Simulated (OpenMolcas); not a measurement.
## Cr3+: effect of the metal basis

Cr3+ with its 6 nearest bromide ions at 2.609 Å, on the Y site of Cs2NaYBr6 (a = 11.3047 Å, distance in the model lattice 2.765 Å). The rest of the host is ab initio model potentials to 7.6 Å and point charges beyond; the distance is set by hand and nothing relaxes.

* Program: OpenMolcas
* Method: CASSCF
* Spin-orbit coupling: state interaction with AMFI integrals over the reference wave functions

Fixed: ligand basis ANO-RCC-VDZP, active space 3 electrons in 5 orbitals (3d), DKH2 Hamiltonian.

States (labels of O, the rotations of Oh). Energies in cm-1 above the lowest state or level, χT in cm3 K/mol.

```
Run   Metal basis  Ground state  First state of that spin  First gap with spin-orbit (degeneracies)  χT at 300 K  First state of another spin                      Cost
  A  ANO-RCC-VDZP           4A2                  4T2 9212                               9092 (4, 2)        1.841                     2E 18760   roughly 80 core-seconds
  B  ANO-RCC-VTZP           4A2                  4T2 8992                               8876 (4, 2)        1.841                     2E 19077  roughly 2.1 core-minutes
```

Against A, the first state of the same spin changes by -2.4 % in B.

Costs are those of the RASSCF and RASSI steps.

Without dynamic correlation the repulsion within the d shell is too large (B by tens of per cent), so at a given field states of lower spin stand too high. Ligand-to-metal charge-transfer states are missing. With no ligand orbital active B as a rule stays too high, so bands that hang on it stand too high and its fall with covalency is understated. With metal d orbitals alone and no dynamic correlation the field as a rule comes out too small, by tens of per cent, by up to half for chloride and softer ligands. No measured value stands beside these numbers; the geometry was set by hand and not optimised.
